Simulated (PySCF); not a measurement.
Input file for PySCF: R-B3LYP/LANL2DZ on BF2H3Si (SMILES FB(F)[SiH3]), a point of a torsion scan.

```python
from pyscf import gto, scf, dft, mp
from pyscf.data.elements import chemcore

mol = gto.M(
    atom='''
    F     1.82982127   -1.21922061    0.03750161
    B     1.15270041   -0.08534142    0.00535957
    F     1.95655479    0.96322315    0.00036100
    Si   -0.82678700    0.03897095   -0.03088062
    H    -1.34379648    0.77475555    1.12858213
    H    -1.30226748    0.75123957   -1.22233955
    H    -1.47010560   -1.27725942   -0.02900479
    ''',
    basis='lanl2dz',
    ecp={'Si': 'lanl2dz'},
    charge=0, spin=0, verbose=3, max_memory=1800)
mf = dft.RKS(mol, xc='b3lyp')
mf.conv_tol = 1e-8
mf.max_cycle = 100
mf.kernel()
if not mf.converged:
    mf = mf.newton().run(mf.mo_coeff, mf.mo_occ)
```

Question: Give the final energy of this run.

Answer: -230.3181 hartree.
